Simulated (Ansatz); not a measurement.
The cluster Si2Mo5⁻. The state is a doublet with charge -1. Geometry PBE-D4/def2-SVPD; atoms count from 1.

```xyz
7

Mo   -0.227    1.071    0.946
Mo    1.687   -0.006   -0.372
Mo   -0.450    0.628   -1.291
Mo   -1.249   -1.123    0.856
Mo    0.891   -1.490    1.408
Si    0.271   -1.980   -0.982
Si   -0.923    2.901   -0.565
```

In the def2 sets Mo takes a core potential; there is no spin–orbit coupling. The charge -1 doublet is spin-contaminated (final ⟨S²⟩ up to 1.30, 0.75 for a pure state). The structure comes from a short search, and lower isomers may exist.

**Question.** Estimate the Mulliken populations from the PBE0/def2-TZVPD orbitals of Ansatz.

**Answer.** 
```tsv
atom	charge (e)	spin (α − β)	d electrons
Mo1	-0.12	-0.55	4.73
Mo2	0.04	1.47	4.87
Mo3	0.09	-0.18	4.82
Mo4	-0.07	1.46	4.84
Mo5	-0.04	-1.03	4.93
Si6	-0.41	-0.15	–
Si7	-0.49	-0.02	–
```
Mulliken values and Mayer orders depend strongly on the basis. With diffuse functions, as here, like atoms can get unlike values, and bond orders can come out too low or too high.

**Question.** Where does the spin sit?

**Answer.** Summed by element: Mo 1.17, Si -0.17, of 1 unpaired in all. Largest on single atoms: Mo2 1.47, Mo4 1.46, Mo5 -1.03.

**Question.** And the Mayer bond orders between bonded heavy atoms (over 0.3)?

**Answer.** Mo1–Mo2 1.21 (2.56 Å); Mo1–Mo3 2.12 (2.29 Å); Mo1–Mo4 1.60 (2.42 Å); Mo1–Mo5 0.61 (2.83 Å); Mo1–Si7 1.08 (2.47 Å); Mo2–Mo3 1.54 (2.41 Å); Mo2–Mo4 0.34 (3.37 Å); Mo2–Mo5 1.67 (2.45 Å); Mo2–Si6 0.88 (2.50 Å); Mo3–Mo4 0.71 (2.88 Å); Mo3–Si6 0.49 (2.72 Å); Mo3–Si7 1.18 (2.43 Å); Mo4–Mo5 2.44 (2.24 Å); Mo4–Si6 0.86 (2.53 Å); Mo5–Si6 0.86 (2.52 Å).
